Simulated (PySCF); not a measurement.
## Two-component Hartree-Fock for Sn(3+) (tin, charge +3)

Start: [Kr] 4d10 5s1; 5s1/2 filled at m_j = +1/2. Calculated with PySCF 2.14 in x2c-QZVPPall-2c (13s13p9d4f1g, 134 functions): generalised Hartree-Fock with the X2C-1e Hamiltonian and a Gaussian nucleus; one run each with spin-orbit coupling (SO) switched off, then screened by Boettger's factors.

```tsv
spinor shell	electrons	ε, spin-free (eV)	ε, screened SO (eV)	weight of nominal j (screened SO)	rms radius, screened SO (bohr)
1s1/2	2	-29377.2	-29374.8	1.000	0.0333
2s1/2	2	-4553.0	-4552.3	1.000	0.136
2p1/2	2	-4083.1	-4243.3	1.000	0.118
2p3/2	4	-4083.1	-4010.2	1.000	0.123
3s1/2	2	-942.34	-942.14	1.000	0.361
3p1/2	2	-784.96	-815.13	1.000	0.354
3d3/2	4	-543.52	-548.79	1.000	0.339
3d5/2	6	-543.52	-539.83	1.000	0.343
4s1/2	2	-189.27	-189.23	1.000	0.874
4p1/2	2	-139.38	-144.87	1.000	0.929
4p3/2	4	-139.38	-136.87	1.000	0.958
4d3/2	4	-64.734	-65.444	0.991	1.16
4d5/2	6	-64.734	-64.248	0.994	1.17
5s1/2	1	-39.444	-39.446	1.000	2.30
```

Problem. Where does 3p3/2 lie, and what is the 3p spin-orbit splitting (screened SO)?

Solution. At -771.14 eV, 43.986 eV above 3p1/2.

```
   quantity    spin-free  screened SO
E (hartree)  -6171.32385  -6172.79704
        M_J          1/2          1/2
       ⟨J²⟩        0.751        0.751
       ⟨L²⟩        0.000        0.018
       ⟨S²⟩        0.751        0.769
```

Each row is a mean over spinors that exchange with the open shell spreads, by up to 0.514 eV (4s1/2).

Breit and QED terms are absent; they matter most for the inner s and p1/2 levels.

Densities and radii are taken from the X2C orbitals without a picture-change correction, which distorts them close to the nucleus.

Without spin-orbit coupling the j labels of p, d and f shells carry no meaning; the spin-free column gives the mean over the occupied spinors of each nl shell.
